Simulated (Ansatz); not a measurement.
Frontier orbitals of `B[CH2][GeH3]`.

Total charge 0; spin multiplicity 1. Correlated methods include outer-core shells of Ge, which these sets cover unevenly. Scalar relativity is left out up to krypton. Geometry: relaxed with PBE0-D4/def2-TZVP. Basis def2-TZVPP, Ansatz 0.2.0.

Orbital energies of one run (eV). Highest occupied ones, from the top: -7.55, -7.73, -8.25, -8.33, -9.05, -10.72, -11.85, -13.60, -17.52, -30.04, -30.05, -30.11, -30.12, -30.12. Empty: -2.49, -0.30, 0.07, 0.60, 0.99, 1.43.

(1) Which functional gave them?
A. HSE06 (plane-wave form)
B. B97M-V
C. LC-ωPBE
D. LDA (SPW92)

Answers

(1) D. HOMO energies: LDA (SPW92) -7.55, B97M-V -7.96, HSE06 -8.40, LC-ωPBE -11.49 eV.

LC-ωPBE has ω = 0.4 bohr⁻¹.
